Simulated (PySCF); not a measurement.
SnH3(NHMe), CH7NSn.
Z-matrix (Å and degrees, PBE0-D3(BJ)/def2-SVP geometry), rows numbered from 1:
```
Sn
H   1  1.7112
H   1  1.7120  2  112.31
H   1  1.7254  2  110.24  3  -122.29
N   1  2.0411  2  105.68  3   114.94
C   5  1.4436  1  120.79  2   179.47
H   5  1.0163  1  112.98  2    42.83
H   6  1.1105  5  115.69  1   -73.15
H   6  1.1031  5  110.09  1    47.90
H   6  1.1047  5  110.73  1   164.89
```

Computed with TDDFT wB97X-D/def2-SVPD, vertical, gas phase, core orbitals frozen in the response, def2 core potentials past Kr in PySCF. Spin–orbit coupling is left out.

Kohn–Sham orbitals with the atoms that hold most of them (Löwdin shares over 4%, at most four atoms; ? is withheld):

```
orbital  ε (eV)                            atoms
 LUMO+2    2.49    Sn1 56%, H4 12%, H2 9%, H3 7%
 LUMO+1    1.70  Sn1 48%, N5 13%, H4 12%, H3 10%
   LUMO    1.55                                ?
   HOMO   -8.32    N5 61%, C6 13%, Sn1 7%, H8 6%
 HOMO-1  -10.80                                ?
 HOMO-2  -11.01          Sn1 41%, H3 28%, H2 25%
 HOMO-3  -11.24  Sn1 25%, H4 23%, N5 22%, C6 12%
```

**Question.** Give the leading atoms of the HOMO-1.

**Answer.** Sn1 (bonded to N and 3 H) 30%; N5 (bonded to C, Sn and H) 18%; H2 (bonded to Sn) 12%; H4 (bonded to Sn) 10%. By element: tin 30%, hydrogen 23% or more, nitrogen 18%.

**Question.** Which atoms hold the LUMO, and with what shares?

**Answer.** Sn1 (bonded to N and 3 H) 56%; H2 (bonded to Sn) 10%; H3 (bonded to Sn) 9%; H4 (bonded to Sn) 8%. By element: tin 56%, hydrogen 27% or more.

**Question.** How does S1 compare with the orbital gap of 9.87 eV?

**Answer.** S1 is at 5.38 eV (f = 0.024), 4.50 eV below the gap, made of HOMO→LUMO+1 (47%), HOMO→LUMO (44%). Its leading pair isn't HOMO and LUMO; the energies of that pair differ by 10.02 eV. Without the coupling terms of the response equations the lowest excitation would equal the gap.

Next come S2 at 6.10 eV (f 0.033), HOMO→LUMO (52%), HOMO→LUMO+1 (40%); S3 at 6.48 eV (f 0.0026), HOMO→LUMO+2 (95%); S4 at 7.01 eV (f 0.012), HOMO→LUMO+3 (86%); S5 at 7.10 eV (f 0.011), HOMO→LUMO+4 (79%).

Löwdin shares depend on the basis, the more so with diffuse functions.

On one thread, Arm Neoverse V2, on a shared host, this took 20 s.
